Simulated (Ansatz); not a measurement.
Input (CCSDTQ/def2-SVP; Ansatz, a program for electronic structure):

Ansatz 0.2 input:
```yaml
crystal:
  periodic: [false, false, false]
  atoms:
    - {symbol: In, position_ang: [-0.00000000, -0.00000000, -0.30051582]}
    - {symbol: F, position_ang: [0.00000000, 0.00000000, 1.63614168]}
basis:
  gaussian:
    orbitals: def2-SVP
total_charge: 1
magnetization: {spin_polarized: true, initial_magnetization: 1}
correlation: {method: ccsdtq, electrons: outside_noble_gas}
```

Output:

```
Functional definition: HF
integrals: 0.03 GiB planned
817 factors; integrals over basis functions are off by at most 1.4e-7 eV
mean field: 0.14 GiB planned
mean field evaluation 1: about -7834.3171 eV, gradient 5.3e1 eV
mean field evaluation 2: about -7834.3993 eV, gradient 5.3e1 eV
mean field evaluation 4: about -7844.5756 eV, gradient 4.7e0 eV
mean field evaluation 8: about -7844.8742 eV, gradient 2.2e-1 eV
mean field evaluation 16: about -7844.8767 eV, gradient 1.8e-5 eV
mean field evaluation 32: about -7842.9379 eV, gradient 3.4e-1 eV
mean field evaluation 64: about -7835.5301 eV, gradient 2.4e1 eV
mean field evaluation 96: about -7844.8248 eV, gradient 3.7e-1 eV
mean field evaluation 128: about -7840.1938 eV, gradient 9.8e-2 eV
mean field evaluation 160: about -7837.8864 eV, gradient 4.3e-1 eV
mean field evaluation 192: about -7833.5561 eV, gradient 2.4e1 eV
mean field evaluation 224: about -7843.8488 eV, gradient 3.5e0 eV
mean field evaluation 256: about -7837.9230 eV, gradient 1.4e0 eV
mean field evaluation 288: about -7838.6726 eV, gradient 1.1e1 eV
mean field evaluation 320: about -7837.8992 eV, gradient 1.9e-3 eV
mean field evaluation 352: about -7836.0824 eV, gradient 2.5e-4 eV
mean field evaluation 384: about -7836.0824 eV, gradient 2.6e-4 eV
mean field evaluation 416: about -7843.3125 eV, gradient 1.4e1 eV
mean field evaluation 448: about -7843.4935 eV, gradient 4.5e0 eV
mean field -7844.87668072 eV, -288.2939005679 hartree, gradient 2.3e-6 eV, S^2 0.768941; 5 other end points of the search recorded, 0 dependent functions left out
determinant -7844.87668072 eV, -288.2939005679 hartree, with singles and doubles -7850.78584979 eV, -288.5110585259 hartree
determinant -7842.93876845 eV, -288.2226836058 hartree, with singles and doubles -7848.00642918 eV, -288.4089167027 hartree
10 core orbitals not correlated, not the lowest: weight in the atoms' cores, before any rotation towards them, 0.947 or more for the frozen orbitals, at most 0.046 for the correlated occupied ones
reference -7844.87668072 eV, -288.2939005679 hartree; 5, 4 occupied and 25, 26 virtual orbitals, 817 factors
second order -5.86549048 eV of doubles, -0.00000000 eV of singles
coupled cluster: 0.89 GiB planned
cycle   1  -5.68090430 eV  change    1.8e-1 eV  update   9.9e-2
cycle   2  -5.91584555 eV  change   -2.3e-1 eV  update   7.2e-2
cycle   3  -6.06371184 eV  change   -1.5e-1 eV  update   3.0e-2
cycle   4  -6.09550716 eV  change   -3.2e-2 eV  update   2.3e-2
cycle   5  -6.08220493 eV  change    1.3e-2 eV  update   9.0e-3
cycle   6  -6.08196426 eV  change    2.4e-4 eV  update   1.1e-2
cycle   7  -6.08604048 eV  change   -4.1e-3 eV  update   4.9e-3
cycle   8  -6.08608566 eV  change   -4.5e-5 eV  update   3.3e-3
cycle   9  -6.08588117 eV  change    2.0e-4 eV  update   2.5e-3
cycle  10  -6.08614788 eV  change   -2.7e-4 eV  update   1.6e-3
cycle  11  -6.08621726 eV  change   -6.9e-5 eV  update   5.3e-4
cycle  12  -6.08613158 eV  change    8.6e-5 eV  update   3.5e-4
cycle  13  -6.08609599 eV  change    3.6e-5 eV  update   2.0e-4
cycle  14  -6.08610799 eV  change   -1.2e-5 eV  update   1.3e-4
cycle  15  -6.08609193 eV  change    1.6e-5 eV  update   9.9e-5
cycle  16  -6.08608294 eV  change    9.0e-6 eV  update   4.8e-5
cycle  17  -6.08607901 eV  change    3.9e-6 eV  update   1.5e-5
cycle  18  -6.08607924 eV  change   -2.3e-7 eV  update   1.3e-5
cycle  19  -6.08608046 eV  change   -1.2e-6 eV  update   5.2e-6
cycle  20  -6.08608036 eV  change    1.0e-7 eV  update   5.1e-6
cycle  21  -6.08608029 eV  change    7.2e-8 eV  update   2.2e-6
cycle  22  -6.08608035 eV  change   -5.5e-8 eV  update   9.8e-7
Total energy: -7850.96276106 eV, -288.5175598954 hartree
```
